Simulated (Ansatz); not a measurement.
The group X on HS-X is varied. Gas-phase values, no solvent. One relaxed conformer stands for each flexible species; it need not be the lowest. Strings in code marks are SMILES.

Quantity: electronic energy of isomers of CHNS relative to `N#CS`, in kcal/mol.

Case: `[C-]#[N+]S`. Geometry of `[C-]#[N+]S` (neutral, multiplicity 1, Å):

```xyz
4

C      1.7724    -0.2765     0.0225
N      0.6455     0.0497     0.0053
S     -0.8797     0.6979    -0.0233
H     -1.5302    -0.4809     0.0001
```

Problem. Give the electronic energy of isomers of CHNS relative to `N#CS` at the level frozen-core MP2/cc-pVTZ // B3LYP-D3(BJ)/def2-TZVP (Ansatz, a program for electronic structure).

Solution. 34.2 kcal/mol.
